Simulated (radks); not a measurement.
All-electron atom: Pb30+ in [Kr] 4d10 4f6.

Method: Dirac Kohn-Sham, exchange-only PBE, spin-unpolarised, spherical densities, finite nucleus; open shells fill j = l - 1/2 first; Fermi nuclear charge, rms radius 5.5012 fm; computed with a radial shooting solver on a logarithmic mesh with Libxc functionals.

Energy parts (hartree):
part                   energy
total             -20474.8075
kinetic            23879.7488
electron-nucleus  -49815.3129
Hartree             5806.4264
exchange            -345.6697

Orbitals (lengths in bohr, moments of r in powers of bohr; r(max) is where P^2 peaks; r(90%) holds 90 % of the orbital's charge):
orbital,occ.,eigenvalue (hartree),r(max),<1/r>,r(90%),<r>
1s1/2,2,-3268.810,0.009845,101.2,0.0294,0.01606
2s1/2,2,-615.2175,0.05739,25.04,0.105,0.06692
2p1/2,2,-592.5666,0.04198,25.01,0.0918,0.05488
2p3/2,4,-512.1053,0.04970,19.97,0.104,0.06380
3s1/2,2,-176.1220,0.1613,9.209,0.255,0.1736
3p1/2,2,-165.8856,0.1503,9.122,0.247,0.1640
3p3/2,4,-147.8293,0.1657,7.808,0.269,0.1800
3d3/2,4,-130.9616,0.1287,7.700,0.243,0.1564
3d5/2,6,-127.1176,0.1329,7.408,0.249,0.1612
4s1/2,2,-66.32904,0.3563,4.075,0.529,0.3707
4p1/2,2,-61.85455,0.3527,3.982,0.533,0.3694
4p3/2,4,-56.93897,0.3813,3.540,0.572,0.3981
4d3/2,4,-49.64226,0.3686,3.388,0.578,0.3932
4d5/2,6,-48.66359,0.3767,3.291,0.589,0.4016
4f5/2,6,-39.42870,0.3195,3.065,0.580,0.3818
4f7/2,0,-39.17069,0.3228,3.031,0.584,0.3855

The highest occupied level is 4f5/2 at -1072.9 eV. Summed over all electrons, <r^2> = 4.779 bohr^2, which gives a Langevin (diamagnetic) susceptibility term of -3.79 x 10^-6 cm^3/mol.
